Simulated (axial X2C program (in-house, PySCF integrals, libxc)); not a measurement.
Photoelectron levels of CuF by EOM-IP-CCSD

Computed with an axial X2C code built on PySCF integrals: two-component X2C with atomic mean-field Coulomb and Gaunt terms, Gaussian nuclei, basis Cu dyall-cv3z, F dyall-av3z with contracted cores.

R = 1.746 Å (near the PBE0 minimum at charge 0 of the determinant lowest at the starting distance; the state shown can have its own minimum elsewhere).

Hartree–Fock spinors of CuF (one of each Kramers pair; a window near the gap, which can cut inner shells):

| ω | occupied | ε (eV) | character |
| --- | --- | --- | --- |
| 3/2 | yes | -15.01 | 61% Cu d, 38% F p |
| 3/2 | yes | -14.19 | 98% Cu d |
| 5/2 | yes | -13.93 | 100% Cu d |
| 1/2 | yes | -12.70 | 60% F p, 38% Cu d, 2% Cu p |
| 3/2 | yes | -12.60 | 57% F p, 41% Cu d, 2% Cu p |
| 1/2 | yes | -11.80 | 55% Cu d, 36% F p, 7% Cu s |
| 1/2 | no | -0.34 | 62% Cu s, 31% Cu p, 3% F p |
| 1/2 | no | 1.23 | 97% Cu p |
| 3/2 | no | 1.24 | 97% Cu p |
| 1/2 | no | 2.01 | 81% Cu p, 15% Cu s, 2% Cu d |
| 1/2 | no | 3.31 | 56% Cu s, 24% Cu p, 16% F p |
| 1/2 | no | 4.96 | 94% Cu p, 3% Cu d |

Vertical ionisation energies of CuF to the states of CuF⁺:

```tsv
Ω of CuF⁺	vertical IE (eV)	above lowest (cm⁻¹)	ionised spinor	one-hole weight
1/2	10.146	0	62% Cu dσ, 25% F pσ, 7% Cu sσ	0.94
3/2	10.417	2187	59% Cu dπ, 39% F pπ	0.93
1/2	10.528	3082	54% Cu dπ, 39% F pπ	0.93
5/2	11.411	10201	100% Cu dδ	0.94
```

Q: How far does the lowest EOM-IP-CCSD energy lie from the Koopmans value −ε of the highest filled spinor?

A: 10.146 eV against 11.80 eV, a shift of -1.65 eV: relaxation of the final state lowers the energy and the loss of correlation raises it.

Q: What is the splitting of the first π pair in the table, and is it regular or inverted?

A: E(3/2) − E(1/2) = 2187 − 3082 = -895 cm⁻¹ at EOM-IP-CCSD: inverted, Ω = 3/2 lower. Splittings at this level can be off by ten to twenty per cent.

This point took 26 s on 1 thread of Intel(R) Xeon(R) Processor @ 2.30GHz, on a shared host.

Reference electrons by ω block (each with its −ω partner): 1/2: 13, 3/2: 5, 5/2: 1. 18 electrons of CuF correlated (inner shells frozen), 94 natural virtual spinors (a truncated set); levels can be off by some tenths of an eV. Roots sought by Ω: (1/2: 4, 3/2: 3, 5/2: 1); rows need 60 % one-particle weight and stop where some Ω has no more roots. Missing are any skipped roots, higher Ω and states of a further excitation; these come out far too high here and may in truth be low or lowest. T1 of the reference 0.020 (Lee–Taylor). Number of frozen shells: Cu 3 s, 2 p; F 1 s.
